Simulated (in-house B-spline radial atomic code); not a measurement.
Radial electron density of the europium ion Eu³⁺, [Kr] 4d10 4f7 5s1 (5p1/2)1 (5p3/2)4 6s1. Level of theory: Dirac-Kohn-Sham B3LYP, spherical fractional occupations, Fermi nucleus of rms radius 5.1115 fm; calculated with an all-electron radial atomic-structure program (B-spline basis).

Caution: exact exchange at fractional occupations of open shells leaves self-interaction of up to several eV.

Columns: r (bohr), 4πr²n(r) (electrons per bohr), bar.

```
0.000772     2.54 #
0.000964    3.681 #
  0.0012    5.275 ##
  0.0015    7.552 ###
 0.00188    10.75 ####
 0.00234    14.97 ######
 0.00293    20.72 ########
 0.00365    27.95 ###########
 0.00456    37.01 ###############
  0.0057    47.67 ###################
 0.00712    59.25 ########################
 0.00889    70.54 ############################
  0.0111    79.81 ################################
  0.0139    85.14 ##################################
  0.0173    85.26 ##################################
  0.0216     81.1 ################################
   0.027    76.34 ##############################
  0.0337    76.64 ###############################
  0.0421    85.74 ##################################
  0.0525    100.4 ########################################
  0.0656    110.4 ############################################
  0.0819    105.8 ##########################################
   0.102    90.98 ####################################
   0.128    82.98 #################################
    0.16    91.29 ####################################
   0.199    97.26 #######################################
   0.249    79.54 ################################
   0.311    50.44 ####################
   0.388    39.84 ################
   0.484    46.31 ##################
   0.605    44.82 ##################
   0.755    30.43 ############
   0.943    17.17 #######
    1.18    10.87 ####
    1.47    7.452 ###
    1.84    4.132 ##
    2.29    1.851 #
    2.86   0.8283 
    3.58   0.3907 
    4.46   0.1368 
    5.58  0.02499 
    6.96 0.002074 
    8.69 6.449e-05 
    10.9 5.506e-07
```

On this grid the curve has 4 maxima, near 0.0173, 0.0656, 0.199, 0.484 bohr.

The 5s1/2 radial function P(r) = rR(r), positive near the nucleus, with its small component Q(r) (sign convention: Q ≈ (P' + κP/r)/2c):

```
r (bohr)         P           Q
0.000317   0.01583   -0.003713
0.000495   0.02328   -0.005614
0.000772   0.03392   -0.008316
  0.0012   0.04872    -0.01211
 0.00188   0.06921     -0.0175
 0.00293   0.09517    -0.02467
 0.00456    0.1249     -0.0337
 0.00712    0.1516    -0.04396
  0.0111    0.1588    -0.05293
  0.0173    0.1185    -0.05565
   0.027  0.002702    -0.04495
  0.0421   -0.1683    -0.01686
  0.0656   -0.2536     0.01816
   0.102  -0.04748     0.03102
    0.16    0.3308    0.004541
   0.249    0.1814    -0.02113
   0.388   -0.4728   -0.004884
   0.605   -0.2324     0.01375
   0.943    0.7946    0.003663
    1.47    0.9252   -0.004817
    2.29    0.3265   -0.002415
    3.58   0.03211  -0.0002596
```
